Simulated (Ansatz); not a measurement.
`CC(=N)O[SiH2]O`, relaxed with RKS PBE0-D4/def2-TZVP in the Gaussian-basis code of Ansatz from a PBE-D4/def2-SVP geometry. The force threshold is 0.005 eV/Å; the program also tests the step.

Total charge 0; spin multiplicity 1.

Start:

```xyz
13

C    -0.658   -1.809    0.784
C    -0.181   -0.602    0.020
N    -0.036   -0.487   -1.257
O     0.110    0.435    0.829
Si    0.478    1.986    0.136
O     1.495    1.804   -1.161
H    -0.845   -2.671    0.119
H    -1.588   -1.559    1.334
H     0.098   -2.086    1.546
H    -0.299   -1.352   -1.747
H     1.163    2.736    1.230
H    -0.860    2.589   -0.191
H     1.123    1.016   -1.645
```

By how much does the energy fall, and how many steps does the optimiser take? (An estimate is asked.)

Computed: 2.83 kcal/mol, in 15 steps, 2 of them rejected.

Which bonds change most? (Estimate.)

Computed: O4–Si5 from 1.739 to 1.687 Å; O6–H13 from 0.997 to 0.965 Å; Si5–O6 from 1.658 to 1.630 Å; Si5–H12 from 1.503 to 1.481 Å.

Give the relaxed structure. (Best estimate.)

Ansatz gave: 
```xyz
13

C    -0.638   -1.813    0.805
C    -0.223   -0.604    0.036
N    -0.190   -0.450   -1.224
O     0.152    0.408    0.827
Si    0.462    1.906    0.116
O     1.626    1.830   -1.023
H    -0.918   -2.631    0.144
H    -1.480   -1.563    1.453
H     0.183   -2.132    1.452
H    -0.509   -1.278   -1.713
H     0.979    2.731    1.225
H    -0.833    2.411   -0.397
H     1.388    1.185   -1.701
```
